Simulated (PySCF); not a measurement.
# Working out the excitation energy of Ni

Ni [Ar] 3d8 4s2 (3F) → Ni [Ar] 3d8 4s1 4p1 (high-spin determinant). Computed with PySCF 2.14 in aug-cc-pVDZ (7s6p4d2f, 59 functions), with the non-relativistic Hamiltonian (point nucleus). Frozen: [Ar]. Energies in hartree (1 hartree = 27.21139 eV):

| part | Ni (lower) | Ni (upper) |
| --- | --- | --- |
| UHF | -1506.876367 | -1506.801976 |
| CCSD correlation | -0.277982 | -0.238949 |
| (T) | -0.008731 | -0.005959 |

**Question.** What does Hartree-Fock give?

**Answer.** (-1506.801976) − (-1506.876367) = 0.074391 hartree = 2.024 eV.

**Question.** What do CCSD and CCSD(T) give?

**Answer.** The CCSD correlation energies differ by 0.039033 hartree = 1.062 eV and the triples by 0.002772 hartree = 0.075 eV, so CCSD gives 3.086 eV and CCSD(T) 3.161 eV.

The calculation is non-relativistic.

One determinant mixes LS terms, so it does not stand for a single term.

A double-zeta basis recovers only part of the correlation energy.
